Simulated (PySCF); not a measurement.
Ligands exchanged one at a time, Sn Br-C2H5. Gas-phase values, no solvent. One relaxed conformer stands for each flexible species; it need not be the lowest. Strings in code marks are SMILES.

The numbers are results of B3LYP-D3(BJ)/def2-TZVP // B3LYP-D3(BJ)/def2-SVP (PySCF 2.14.0), not measurements. B3LYP has the VWN-RPA correlation part, as in Gaussian. Excitations are Tamm–Dancoff values on a coarser integration grid. The basis has no diffuse functions, so Rydberg states are missing or too high.

```tsv
species	HOMO (eV)	brightest of the four lowest singlets (TDA) (eV)
0 of 4 Br replaced by C2H5 (`[Br][Sn]([Br])([Br])[Br]`)	-8.64	4.08
2 of 4 Br replaced by C2H5 (`[Sn]([Br])([CH2]C)([Br])[CH2]C` (C–C–Sn–Br torsion 165°, Br–Sn–C–C torsion -58°))	-7.47	5.10
4 of 4 Br replaced by C2H5 (`C[CH2][Sn]([CH2]C)([CH2]C)[CH2]C`)	-6.77	6.28
```
